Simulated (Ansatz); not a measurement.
Reaction (ligand exchange at the Si–O bond): `F[SiH2]OBS` + `O[SiH2]O` → `O[SiH2]O[SiH2]F` + `OBS`

Gas-phase electronic energies from Ansatz, PBE0-D4/def2-TZVP geometries. CCSD(T)/CBS is the MP2 limit (def2-TZVPP, def2-QZVPP) plus CCSD(T) − MP2 in def2-TZVPP, frozen cores. Functionals use def2-TZVPP. Each species was taken in one conformer, which may not be the lowest.

| species | PBE energy (Eh) |
| --- | --- |
| `F[SiH2]OBS` | -889.75191 |
| `O[SiH2]O` | -442.20315 |
| `O[SiH2]O[SiH2]F` | -832.05841 |
| `OBS` | -499.90398 |

Work out ΔE.

ΔE = (-832.05841) + (-499.90398) − (-889.75191) − (-442.20315) = -0.00733 Eh = -19.2 kJ/mol. CCSD(T)/CBS gives -19.8 kJ/mol.

Largest T1 diagnostic among the species: 0.013.

In def2-TZVPP, CCSD(T) changes the Hartree–Fock value by +3.1 kJ/mol (the triples alone add +0.7 kJ/mol) and MP2 by +3.6 kJ/mol.
